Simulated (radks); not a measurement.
The numbers below are computed, except where a source is named.
Question: Ionisation of the sulfur ion S+, [Ne] 3s2 3p3, to S2+, [Ne] 3s2 3p2, under several functionals. Scalar-relativistic Kohn-Sham, spin-polarised, spherical densities, point nucleus; open shells are filled with parallel spins first; a radial shooting solver on a logarithmic mesh with Libxc functionals. Known Delta-SCF values: BP86 23.390 eV; RPBE 23.372 eV. What does exchange-only LDA give, and what is its highest occupied eigenvalue?

Answer: 22.330 eV by Delta-SCF; the 3p eigenvalue is -16.938 eV. NIST: 23.338 eV (measured).
